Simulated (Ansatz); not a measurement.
Reaction (redistribution): `[CH3][Mg][Cl]` + `F[Si](F)([SiH3])Cl` → `[CH3][Mg][F]` + `F[Si]([SiH3])(Cl)Cl`

Program: Ansatz. Geometries: PBE0-D4/def2-TZVP. ΔE: electronic, gas phase. CCSD(T)/CBS adds triple-zeta CCSD(T) − MP2 to the extrapolated MP2 energy (def2 sets, frozen cores). DFT in def2-TZVPP. For Mg outer-core shells are correlated without core-valence functions, which leaves a few kJ/mol of doubt a bond.

```
        level  ΔE (kJ/mol)
      ωB97X-V         69.6
HF/def2-QZVPP         96.4
```

Problem. What does CCSD(T)/CBS give? (An estimate is asked.)

Solution. Ansatz gave: +69.4 kJ/mol. The listed levels differ from it by 0.2, 27.0 kJ/mol.

Largest T1 diagnostic among the species: 0.012.

From BLYP to BHLYP (50 % exact exchange), in def2-TZVPP and without D4, ΔE moves by +16.3 kJ/mol. At CCSD(T), def2-SVP lies −10.5 kJ/mol from the extrapolated value and def2-TZVPP +3.6 kJ/mol. In def2-TZVPP, CCSD(T) changes the Hartree–Fock value by −24.5 kJ/mol (the triples alone add −3.5 kJ/mol) and MP2 by −30.8 kJ/mol.
